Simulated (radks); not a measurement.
The numbers below are computed, except where a source is named.
Initial-state core-level shifts of neutral nickel when its valence configuration changes from [Ar] 3d8 4s2. Code: a radial shooting solver on a logarithmic mesh with Libxc functionals. Model: non-relativistic Kohn-Sham, LDA (Slater exchange, Perdew-Wang correlation), spin-unpolarised, spherical densities, point nucleus. Shifts are changes of the shell-averaged eigenvalues in eV (positive: less bound); the change of the density at the nucleus, which sets a Mossbauer isomer shift, is in e/bohr^3, on a base of 1.489e+04.

valence               1s       2s       3s       3p  density at nucleus
3d9 4s1           +5.182   +5.763   +5.191   +5.077              -7.478
3d7 4s2 4p1       -8.647   -9.402   -8.333   -8.175              +4.902
3d6 4s2 4p2      -18.336  -20.117  -17.262  -16.914             +10.671
3d8 4s1 4p1       -1.906   -1.813   -1.906   -1.908              -5.104
3d10              +8.509   +9.464   +8.682   +8.498             -12.499
3d7.5 4s2 4p0.5   -4.194   -4.535   -4.087   -4.014              +2.331
3d8.5 4s1.5       +2.811   +3.131   +2.786   +2.723              -4.107
3d8 4p2           -3.525   -3.348   -3.531   -3.532             -11.132
